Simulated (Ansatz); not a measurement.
A set of 12 reactions (atomization), with CCSD(T)/CBS values in kJ/mol:

```json
{"reaction": "`C=C(F)Br` → Br• + 2 C• + F• + 2 H•", "ΔE": "2253.5"}
{"reaction": "`C1=C[O][SnH2][NH]1` → 2 C• + 5 H• + N• + O• + Sn•", "ΔE": "3651.0"}
{"reaction": "`C[CH](C)[Mg][OH]` → 3 C• + 8 H• + Mg (atom) + O•", "ΔE": "4769.5"}
{"reaction": "`[OH][Ge]([Cl])[Cl]`• → 2 Cl• + Ge• + H• + O•", "ΔE": "1495.7"}
{"reaction": "`[CH3][AlH][O]BN` → Al• + B• + C• + 7 H• + N• + O•", "ΔE": "4550.0"}
{"reaction": "`C=C[Si](O)(Cl)OC` → 3 C• + Cl• + 7 H• + 2 O• + Si•", "ΔE": "5703.6"}
{"reaction": "`C[SiH2]B[NH][AlH2]` → Al• + B• + C• + 9 H• + N• + Si•", "ΔE": "4723.8"}
{"reaction": "`[SH][Al][Br]`• → Al• + Br• + H• + S•", "ΔE": "1037.1"}
{"reaction": "`[BH]1[NH][GaH]1` → B• + Ga• + 3 H• + N•", "ΔE": "1844.0"}
{"reaction": "`O[SiH2][SiH2]O` → 6 H• + 2 O• + 2 Si•", "ΔE": "3394.5"}
{"reaction": "`C[Se][GaH2]` → C• + Ga• + 5 H• + Se•", "ΔE": "2398.5"}
{"reaction": "`F[SiH]1[S][SnH2]1` → F• + 3 H• + S• + Si• + Sn•", "ΔE": "2093.2"}
```

Isolated molecules relaxed with PBE0-D4/def2-TZVP in Ansatz; ΔE leaves out vibrations. CCSD(T)/CBS adds triple-zeta CCSD(T) − MP2 to the extrapolated MP2 energy (def2 sets, frozen cores). This one scheme is used for every species, atoms too. Functionals use def2-TZVPP. B3LYP here is the variant with VWN-RPA as its local correlation; programs differ in this. Open shells (•) are unrestricted, without spin–orbit coupling. Spin–orbit coupling would lower the free atoms: a little for Al, B, C, Cl, F, O, S, Si; clearly for Br, Ga, Ge, Se; strongly for Sn. def2 core potentials past Kr. For Br, Ga, Ge, Mg, Se, Sn outer-core shells are correlated without core-valence functions, so the limit isn't a true one: a few kJ/mol of doubt a bond, and 10 to 20 or more in all where bonds break to atoms. Scalar relativity is left out up to krypton. One conformer a species, not always the lowest.

Task: Give the mean, mean absolute and largest difference (level minus CCSD(T)/CBS, kJ/mol) for: PBE0-D4, B3LYP-D4, ωB97X-V, ωB97M-V, B2PLYP, PBE, r2SCAN, PBE0, HF/def2-TZVPP, MP2/def2-TZVPP, SCS-MP2/def2-TZVPP, CCSD(T)/def2-TZVPP, HF/def2-QZVPP, HF/CBS(def2). (An estimate is asked.)

Result: Ansatz gave: 
```csv
level,mean,mean absolute,largest
PBE0-D4,-13.9,20.1,-76.2
B3LYP-D4,-16.2,23.6,-51.7
ωB97X-V,2.8,9.3,33.1
ωB97M-V,-3.0,15.1,-25.7
B2PLYP,-46.8,46.8,-77.3
PBE,25.0,40.3,94.1
r2SCAN,2.3,15.4,29.2
PBE0,-30.2,33.5,-92.6
HF/def2-TZVPP,-889.3,889.3,-1536.7
MP2/def2-TZVPP,-36.1,41.9,-95.5
SCS-MP2/def2-TZVPP,-54.5,54.5,-82.3
CCSD(T)/def2-TZVPP,-90.2,90.2,-156.5
HF/def2-QZVPP,-883.9,883.9,-1527.3
HF/CBS(def2),-883.1,883.1,-1525.9
```

The largest T1 diagnostic in the set is 0.018, for Al• (customary mark 0.045).

CCSD(T)/CBS is a level of theory with its own doubt, and the functionals carry their triple-zeta basis error, so these figures describe this set and don't rank the functionals.
